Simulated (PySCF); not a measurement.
## Si: excitation energy

Si [Ne] 3s2 3p2 (3P) → Si [Ne] 3s2 3p1 3d1 (high-spin determinant), as a difference of total energies. All numbers are calculated (PySCF 2.14, scalar relativity by spin-free X2C-1e, in aug-cc-pCVTZ-DK with one added diffuse shell each of s, p, d, f type (9s8p6d4f, 91 functions)). Correlated levels: valence: [Ne] frozen. The calculations carry no spin-orbit coupling.

```json
{"method": "UHF", "excitation energy (eV)": "6.014"}
{"method": "MP2 (valence)", "excitation energy (eV)": "6.270"}
{"method": "SCS-MP2 (valence)", "excitation energy (eV)": "6.212"}
{"method": "CCSD (valence)", "excitation energy (eV)": "5.996"}
{"method": "CCSD(T) (valence)", "excitation energy (eV)": "5.735"}
```

Problem. How much does correlation contribute at CCSD(T) (valence)?

Solution. 5.735 − (6.014) = -0.279 eV, measured against UHF.

The promoted electron is Rydberg-like, and one or two diffuse shells describe it only roughly, which tends to raise the upper state.

The coupled-cluster amplitudes are large for the upper state (T1 above 0.03 or a double amplitude above 0.15), so a single reference is strained.

The determinant of the upper state mixes LS terms, which raises its energy above the lowest term, most at the Hartree-Fock and MP2 levels.
